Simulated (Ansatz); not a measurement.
A CCSD(T) single point on AlBH6OSi, SMILES `[AlH2][BH]O[SiH3]`.

```yaml
crystal:
  periodic: [false, false, false]
  atoms:
    - {symbol: Al, position_ang: [-0.304012, 2.588649, 0.108141]}
    - {symbol: B, position_ang: [0.073360, 0.515798, 0.541614]}
    - {symbol: O, position_ang: [-0.045916, -0.413792, -0.440246]}
    - {symbol: Si, position_ang: [0.170876, -2.060484, -0.431344]}
    - {symbol: H, position_ang: [0.859314, 3.568200, -0.374761]}
    - {symbol: H, position_ang: [-1.754189, 3.230085, 0.285985]}
    - {symbol: H, position_ang: [0.395861, 0.110216, 1.640827]}
    - {symbol: H, position_ang: [0.567728, -2.511251, 0.926876]}
    - {symbol: H, position_ang: [-1.107648, -2.691522, -0.836326]}
    - {symbol: H, position_ang: [1.227825, -2.386999, -1.417765]}
basis:
  gaussian: {orbitals: def2-SVP}
correlation: {method: ccsd_t}
```

```sh
$ ansatz run in.yaml --threads 2 --pin off --events-out ev --progress --plain --max-ram 4352MiB
```

The program prints (abridged):

```
Functional definition: HF
903 factors; integrals over basis functions are off by at most 1.2e-3 eV
mean field evaluation 1: about -17240.7379 eV, gradient 3.1e1 eV
mean field evaluation 2: about -17240.7698 eV, gradient 3.1e1 eV
mean field evaluation 4: about -17243.3166 eV, gradient 3.3e0 eV
mean field evaluation 8: about -17243.3627 eV, gradient 1.0e-1 eV
mean field evaluation 16: about -17243.3197 eV, gradient 3.6e-1 eV
mean field -17243.36277938 eV, -633.6818941710 hartree, gradient 6.6e-6 eV, S^2 0.000000; 0 other end points of the search recorded, 0 dependent functions left out
12 core orbitals not correlated: weight in the atoms' cores, before any rotation towards them, 1.000 or more for the frozen orbitals, at most 0.000 for the correlated occupied ones
reference -17243.36277938 eV, -633.6818941710 hartree; 11, 11 occupied and 71, 71 virtual orbitals, 903 factors
second order -11.63659944 eV of doubles, -0.00000000 eV of singles
cycle   1  -12.55005371 eV  change   -9.1e-1 eV  update   1.0e-1
cycle   2  -13.01621822 eV  change   -4.7e-1 eV  update   3.1e-2
cycle   3  -13.12526045 eV  change   -1.1e-1 eV  update   1.7e-2
cycle   4  -13.11697028 eV  change    8.3e-3 eV  update   4.6e-3
cycle   5  -13.11699770 eV  change   -2.7e-5 eV  update   1.7e-3
cycle   6  -13.11715061 eV  change   -1.5e-4 eV  update   5.6e-4
cycle   7  -13.11691290 eV  change    2.4e-4 eV  update   2.0e-4
cycle   8  -13.11691687 eV  change   -4.0e-6 eV  update   7.4e-5
cycle   9  -13.11695233 eV  change   -3.5e-5 eV  update   2.8e-5
cycle  10  -13.11694388 eV  change    8.4e-6 eV  update   1.4e-5
perturbative correction -0.31361803 eV, -0.0115252500 hartree
Total energy: -17256.79334129 eV, -634.1754582176 hartree
```

Hardware: 2 threads of an Intel Xeon 6975P-C on a shared host. Wall time 1.9 s, peak host memory 0.41 GiB.

Correlation energy per correlated electron: -0.610 eV. T1 diagnostic: 0.0143.
